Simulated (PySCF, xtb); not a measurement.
bis(fluoromethyl)-hydroxysilane (C2H6F2OSi), SMILES C([SiH](CF)O)F. Other conformers were not sampled.

Harmonic wavenumbers (cm⁻¹) from GFN2-xTB (xtb) at its own minimum, in rising order: 10, 41, 103, 142, 186, 236, 266, 335, 619, 629, 666, 693, 723, 741, 766, 944, 1025, 1038, 1202, 1212, 1281, 1284, 1445, 1448, 2360, 2929, 2933, 2964, 2968, 3639.

Question: What does ωB97X-D3(BJ)/def2-SVP (PySCF) give at its own minimum? (The exact figures need the calculation; the answer reports its results.)

Answer: 53, 64, 105, 142, 187, 256, 292, 336, 655, 683, 705, 708, 823, 832, 892, 949, 1094, 1104, 1247, 1259, 1332, 1334, 1460, 1467, 2317, 3042, 3047, 3100, 3104, 3948. Paired by order, the mean absolute difference is 60 cm⁻¹ and the zero-point energies are 49.8 and 52.2 kcal/mol.
